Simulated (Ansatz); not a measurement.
Ta2O7H4⁻ (relaxed from a model of H4Ta2O7, whose bonding it doesn't keep). The state is a doublet with charge -1. Geometry PBE-D4/def2-SVP, that of the neutral singlet.

```xyz
13

O    -2.3406    1.5761    0.1150
Ta   -0.6501    1.7224    0.5130
O     0.0510    3.2597   -0.4022
O    -0.4980    1.9526    2.4139
O     0.2329    0.1045   -0.0782
Ta    0.5799   -1.7551   -0.4876
O    -0.1742   -2.7170    0.7546
O    -0.1776   -2.2556   -2.1801
O     2.4664   -2.1212   -0.4679
H    -0.3919    3.8828   -1.0033
H    -1.1869    1.9419    3.1003
H    -0.8933   -2.8810   -2.3859
H     2.9825   -2.7100    0.1085
```

In the def2 sets Ta takes a core potential; there is no spin–orbit coupling. LC-ωPBE has ω = 0.4 bohr⁻¹. At PBE-D4/def2-TZVPD, PBE0-D4/def2-TZVPD, LC-ωPBE/def2-TZVPD the highest occupied level of the charge -1 doublet lies above zero (up to 1.28 eV). Energy differences disagree on whether the electron is bound (positive means bound): 0.13 eV (vertical, against the charge 0 singlet, at PBE-D4/def2-TZVPD), but -0.62 eV at LC-ωPBE/def2-TZVPD.

Task: Estimate the α-spin orbital energies around the gap (eV) in Ansatz with PBE-D4/def2-TZVPD, PBE0-D4/def2-TZVPD, LC-ωPBE/def2-TZVPD.

Result: 
```json
{"orbital": "HOMO−5", "PBE-D4/def2-TZVPD": "-4.49", "PBE0-D4/def2-TZVPD": "-6.17", "LC-ωPBE/def2-TZVPD": "-9.02"}
{"orbital": "HOMO−4", "PBE-D4/def2-TZVPD": "-4.39", "PBE0-D4/def2-TZVPD": "-5.94", "LC-ωPBE/def2-TZVPD": "-8.87"}
{"orbital": "HOMO−3", "PBE-D4/def2-TZVPD": "-4.37", "PBE0-D4/def2-TZVPD": "-5.93", "LC-ωPBE/def2-TZVPD": "-8.84"}
{"orbital": "HOMO−2", "PBE-D4/def2-TZVPD": "-4.09", "PBE0-D4/def2-TZVPD": "-5.67", "LC-ωPBE/def2-TZVPD": "-8.47"}
{"orbital": "HOMO−1", "PBE-D4/def2-TZVPD": "-4.04", "PBE0-D4/def2-TZVPD": "-5.61", "LC-ωPBE/def2-TZVPD": "-8.46"}
{"orbital": "HOMO", "PBE-D4/def2-TZVPD": "1.28", "PBE0-D4/def2-TZVPD": "1.13", "LC-ωPBE/def2-TZVPD": "0.47"}
{"orbital": "LUMO", "PBE-D4/def2-TZVPD": "1.50", "PBE0-D4/def2-TZVPD": "1.89", "LC-ωPBE/def2-TZVPD": "3.02"}
{"orbital": "LUMO+1", "PBE-D4/def2-TZVPD": "1.57", "PBE0-D4/def2-TZVPD": "2.29", "LC-ωPBE/def2-TZVPD": "3.44"}
{"orbital": "LUMO+2", "PBE-D4/def2-TZVPD": "1.66", "PBE0-D4/def2-TZVPD": "2.31", "LC-ωPBE/def2-TZVPD": "3.62"}
{"orbital": "LUMO+3", "PBE-D4/def2-TZVPD": "1.90", "PBE0-D4/def2-TZVPD": "2.48", "LC-ωPBE/def2-TZVPD": "3.99"}
{"orbital": "LUMO+4", "PBE-D4/def2-TZVPD": "1.91", "PBE0-D4/def2-TZVPD": "2.54", "LC-ωPBE/def2-TZVPD": "4.28"}
{"orbital": "LUMO+5", "PBE-D4/def2-TZVPD": "2.46", "PBE0-D4/def2-TZVPD": "2.97", "LC-ωPBE/def2-TZVPD": "4.33"}
{"orbital": "β HOMO", "PBE-D4/def2-TZVPD": "-4.03", "PBE0-D4/def2-TZVPD": "-5.60", "LC-ωPBE/def2-TZVPD": "-8.47"}
{"orbital": "β LUMO", "PBE-D4/def2-TZVPD": "1.56", "PBE0-D4/def2-TZVPD": "2.13", "LC-ωPBE/def2-TZVPD": "3.43"}
```
